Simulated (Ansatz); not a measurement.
One change: `C[C](=N)[GeH2][OH]` becomes `C[C](=N)[SnH3]`.

Ansatz, PBE0-D4/def2-TZVP geometries, multiplicity 1. Each molecule was computed in one conformer, which needn't be the lowest.

Elements past krypton have def2 core potentials. Scalar relativity is left out up to krypton.

| property | `C[C](=N)[GeH2][OH]` |
| --- | --- |
| HOMO energy (PBE0/def2-TZVPP) / eV | -7.04 |
| HOMO energy (PBE/def2-TZVPP) / eV | -5.70 |
| LUMO energy (PBE/def2-TZVPP) / eV | -1.54 |
| LUMO energy (ωB97M-V/def2-TZVPP) / eV | 1.62 |
| HOMO–LUMO gap (PBE/def2-TZVPP) / eV | 4.16 |
| LUMO energy (PBE0/def2-TZVPP) / eV | -0.45 |

Q: What does the change do to each property? (An estimate is asked.)

A: Ansatz gave: 
```
                             property  `C[C](=N)[SnH3]`  shift
   HOMO energy (PBE0/def2-TZVPP) / eV             -6.87   0.17
    HOMO energy (PBE/def2-TZVPP) / eV             -5.63   0.07
    LUMO energy (PBE/def2-TZVPP) / eV             -1.60  -0.06
LUMO energy (ωB97M-V/def2-TZVPP) / eV              1.42  -0.20
  HOMO–LUMO gap (PBE/def2-TZVPP) / eV              4.03  -0.13
   LUMO energy (PBE0/def2-TZVPP) / eV             -0.51  -0.06
```

With PBE0 the HOMO rises by 0.17 eV and the LUMO falls by 0.06 eV, so the gap narrows by about 0.23 eV. PBE moves the HOMO by 0.07 eV and ωB97M-V by 0.23 eV.
